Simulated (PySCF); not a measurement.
Se(SMe)(SiH3) (CH₆SSeSi), SMILES CS[Se][SiH3]. Geometry: PBE-D3(BJ)/def2-SVP. The structure was generated by enumeration, and PubChem lists no compound with its InChIKey, so it may never have been made. Other conformers were not sampled.

Question: Give the equilibrium geometry at PBE-D3(BJ)/def2-SVP (PySCF confirms it by a frequency run) as Cartesian coordinates in Å. (An estimate is asked for; the answer gives what the named calculation found.)

Answer: This is not unique; one that fits is 
```xyz
10

Se    -0.0718    -0.1564     0.9425
S      1.3186     0.6479    -0.6306
C      1.7028    -0.8536    -1.5949
H      2.2239    -1.6085    -0.9757
H      2.3800    -0.5181    -2.4074
H      0.7895    -1.2899    -2.0443
Si    -1.9428     0.1946    -0.3614
H     -1.8027    -0.5449    -1.6636
H     -2.1389     1.6583    -0.6318
H     -3.1249    -0.3483     0.3987
```
Charge 0, spin multiplicity 1.
